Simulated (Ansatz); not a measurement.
Consider the atomization: `NC(F)(F)O[SiH3]` → C• + 2 F• + 5 H• + N• + O• + Si•.

Program: Ansatz. Geometries: PBE0-D4/def2-TZVP. ΔE: electronic, gas phase. CBS: MP2 limit from def2 TZ/QZ plus the TZ coupled-cluster correction, frozen cores. This one scheme is used for every species, atoms too. Functionals use def2-TZVPP. B3LYP here is the variant with VWN-RPA as its local correlation; programs differ in this. No spin–orbit coupling; open shells (•) take unrestricted orbitals. Spin–orbit coupling would lower the free atoms: a little for C, F, O, Si. Each species was taken in one conformer, which may not be the lowest.

```tsv
level	ΔE (kJ/mol)	difference from CCSD(T)/CBS
PBE-D4	4111.3	92.7
PBE0-D4	3998.3	-20.3
B3LYP-D4	4004.6	-14.0
B2PLYP	3965.9	-52.7
PBE	4090.6	72.0
r2SCAN	4014.4	-4.2
B3LYP	3971.4	-47.2
HF/def2-TZVPP	2760.3	-1258.3
MP2/def2-TZVPP	3996.5	-22.1
SCS-MP2/def2-TZVPP	3964.1	-54.5
CCSD/def2-TZVPP	3825.3	-193.3
CCSD(T)/def2-TZVPP	3894.7	-123.9
HF/def2-QZVPP	2768.2	-1250.4
MP2/def2-QZVPP	4070.3	51.7
SCS-MP2/def2-QZVPP	4046.2	27.6
CCSD/CBS(def2)	3949.3	-69.3
CCSD(T)/CBS	4018.6	0
```

Largest T1 diagnostic among the species: 0.012.

From PBE to PBE0 (25 % exact exchange), in def2-TZVPP and without D4, ΔE moves by −109.7 kJ/mol: exact exchange takes away binding that semilocal exchange gives to molecules. The D4 term adds +33.2 kJ/mol with B3LYP and +17.4 kJ/mol with PBE0; it sums over pairs of atoms, weighted by their polarisabilities, and B3LYP, whose exchange is more repulsive, gets the larger term. In def2-TZVPP, CCSD(T) changes the Hartree–Fock value by +1134.4 kJ/mol (the triples alone add +69.4 kJ/mol) and MP2 by +1236.2 kJ/mol; breaking electron pairs costs correlation energy, which Hartree–Fock lacks.

For atomizations the MP2-based limit and the directly extrapolated one differ by several kJ/mol either way, and by 10 to 25 for some Ge, Se and Sn compounds, so smaller differences from it don't rank the levels.
